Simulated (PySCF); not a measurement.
C5H5FO, SMILES O=C[C@]1(F)C=CC1. Atoms are numbered in the order given.

```xyz
12

O     -1.3106     0.0235     1.6910
C     -1.3499    -0.1068     0.4958
C     -0.1420     0.0234    -0.4246
F     -0.6204     0.2599    -1.6983
C      0.8705    -1.0921    -0.2646
C      1.7773    -0.2757     0.3037
C      0.9715     0.9875     0.0934
H     -2.2961    -0.3506    -0.0618
H      0.8060    -2.1667    -0.4562
H      2.7417    -0.4518     0.7903
H      0.7206     1.5876     0.9833
H      1.3315     1.6369    -0.7204
```
Charge 0, spin multiplicity 1.

Geometry: r2SCAN-D4/def2-SVP. The structure was generated by enumeration; whether it is a known compound was not checked. Other conformers were not sampled.

The numbers are results of PySCF 2.14.0 with TDDFT-PBE/def2-SVPD, not measurements.

Vertical excitations. The molecule is in vacuum.

Computed UV-visible absorptions:
```tsv
state	energy (eV)	λ (nm)	f	main pairs
S1	3.77	329	0.005	HOMO→LUMO 100 %
S2	4.50	275	0.004	HOMO−1→LUMO 90 %
S3	4.88	254	0.016	HOMO→LUMO+1 88 %
S4	5.70	217	0.047	HOMO−2→LUMO 94 %
S5	6.02	206	0.001	HOMO−3→LUMO 99 %
S6	6.52	190	0.006	HOMO→LUMO+2 87 %
S7	6.60	188	0.052	HOMO−2→LUMO+1 48 %, HOMO−1→LUMO+1 32 %, HOMO→LUMO+2 12 %
S8	6.80	182	0.008	HOMO→LUMO+3 78 %
S9	6.84	181	0.006	HOMO−4→LUMO 96 %
S10	6.87	181	0.061	HOMO−2→LUMO+1 30 %, HOMO−1→LUMO+1 30 %, HOMO→LUMO+3 21 %, HOMO−3→LUMO+1 8 %
T1	3.22	385	0	HOMO→LUMO 99 %
T2	4.00	310	0	HOMO−1→LUMO 73 %, HOMO−1→LUMO+1 18 %
T3	4.55	273	0	HOMO→LUMO+1 67 %, HOMO−1→LUMO 21 %, HOMO−1→LUMO+1 11 %
T4	4.93	252	0	HOMO−1→LUMO+1 68 %, HOMO→LUMO+1 23 %
```
Triplets are in the Tamm–Dancoff approximation, which puts them higher than full response would, so one can lie above its singlet here.
